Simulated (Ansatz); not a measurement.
One geometry of the cluster Pd₄H₇, several levels of theory.

```yaml
crystal:
  periodic: [false, false, false]
  atoms:
    - {symbol: Pd, position_ang: [0.012789, -1.615152, 1.357968]}
    - {symbol: Pd, position_ang: [-0.205990, 1.101258, 1.480030]}
    - {symbol: Pd, position_ang: [-0.777475, -0.448340, -0.794553]}
    - {symbol: Pd, position_ang: [1.809957, -0.069433, -0.059910]}
    - {symbol: H, position_ang: [-1.516643, 2.021501, 0.869805]}
    - {symbol: H, position_ang: [-1.727456, -1.600338, -1.669949]}
    - {symbol: H, position_ang: [1.056419, -0.109637, 1.536588]}
    - {symbol: H, position_ang: [2.623776, 0.137080, -1.558935]}
    - {symbol: H, position_ang: [-1.326497, 2.417212, 1.601242]}
    - {symbol: H, position_ang: [-2.304195, -1.157425, -1.204817]}
    - {symbol: H, position_ang: [2.355315, -0.676725, -1.557479]}
basis:
  gaussian: {orbitals: def2-TZVP, initial_orbitals: start.molden}
magnetization: {spin_polarized: true, initial_magnetization: 1}
hamiltonian: {xc: r2scan, dispersion: d4}
scf: {omitted_lower_state_checks: [starts]}
output: {orbitals: {seedname: orbitals}}
```

The file start.molden holds the orbitals of an earlier run on this structure, at another level or in another basis.

```sh
$ ansatz run in.yaml --threads 4 --pin off --events-out ev --progress --plain --max-ram 4787MiB
```

It prints (some lines left out):

```
Functional definition: r2SCAN
1744 factors; their error is unknown
mean field evaluation 1: about -14042.7100 eV, gradient 4.2e0 eV
mean field evaluation 2: about -14042.8574 eV, gradient 2.8e-1 eV
mean field evaluation 4: about -14042.8505 eV, gradient 2.0e-2 eV
mean field evaluation 8: about -14042.8505 eV, gradient 2.4e-5 eV
mean field -14042.85054245 eV, -516.0652388490 hartree, gradient 2.4e-5 eV, S^2 0.758269; 0 other end points of the search recorded, 0 dependent functions left out
reference -14042.85058609 eV, -516.0652404527 hartree; 40, 39 occupied and 162, 163 virtual orbitals, 1744 factors
Total energy: -14042.95693379 eV, -516.0691486589 hartree
Checks for a lower state left out: starts
```

Run time 19 s (4 threads of Arm Neoverse V1 on a shared host).

The first input with `hamiltonian: {xc: pbe}`, `correlation: {method: rpa}` and without the key `output` (abridged; 21 s):

```
Functional definition: PBE
mean field -14040.02287805 eV, -515.9613240990 hartree, gradient 3.0e-6 eV, S^2 0.752997
Total energy: -14011.51425656 eV, -514.9136515831 hartree
Checks for a lower state left out: starts
```

The first input with `hamiltonian: {xc: lda}` (abridged; 4 s):

```
Functional definition: SPW92
mean field -14013.36210467 eV, -514.9815587485 hartree, gradient 1.6e-5 eV, S^2 0.751767
Total energy: -14013.36217563 eV, -514.9815613564 hartree
Checks for a lower state left out: starts
```

The first input with `hamiltonian: {xc: pbe0, dispersion: d4}` (abridged; 16 s):

```
Functional definition: PBE0
mean field -14035.87079996 eV, -515.8087380436 hartree, gradient 8.6e-6 eV, S^2 0.768592
Total energy: -14036.26151655 eV, -515.8230966136 hartree
Checks for a lower state left out: starts
```

First input, but with `gaussian: {orbitals: def2-SVP, initial_orbitals: start.molden}`, `hamiltonian: {xc: pbe0, dispersion: d4}` (abridged; 11 s):

```
Functional definition: PBE0
mean field -14032.08935400 eV, -515.6697724678 hartree, gradient 4.3e-6 eV, S^2 0.767587
Total energy: -14032.48007086 eV, -515.6841310473 hartree
Checks for a lower state left out: starts
```

First input, but with `gaussian: {orbitals: def2-SVP, initial_orbitals: start.molden}`, `hamiltonian: {xc: pbe, dispersion: d4}` (abridged; 7 s):

```
Functional definition: PBE
mean field -14036.05115636 eV, -515.8153660192 hartree, gradient 2.1e-5 eV, S^2 0.752841
Total energy: -14036.50476065 eV, -515.8320356692 hartree
Checks for a lower state left out: starts
```

As the first input, with `hamiltonian: {xc: {name: B2PLYP}}` and without the key `output` (abridged; 25 s):

```
Functional definition: B2PLYP
mean field -14001.48018696 eV, -514.5449063268 hartree, gradient 2.8e-6 eV, S^2 0.802532
second order -72.27965960 eV of doubles, -0.00000000 eV of singles
Total energy: -14020.99590663 eV, -515.2620957961 hartree
Checks for a lower state left out: starts
```

Geometry: PBE0-D4/def2-SVP.

In the def2 sets Pd takes a core potential; there is no spin–orbit coupling. Correlated methods freeze no core orbitals; core or outer-core shells of Pd are correlated, in sets that lack core-valence functions. In the doublet, H5 and H9 lie 0.85 Å apart, H8 and H11 lie 0.86 Å apart, H6 and H10 lie 0.86 Å apart (atoms count from 1), so H2 has formed as a molecule. No other spin state of charge 0 was run. Another isomer (doublet) lies 0.04 eV lower at PBE0-D4/def2-TZVP; other spin states weren't run for this one.
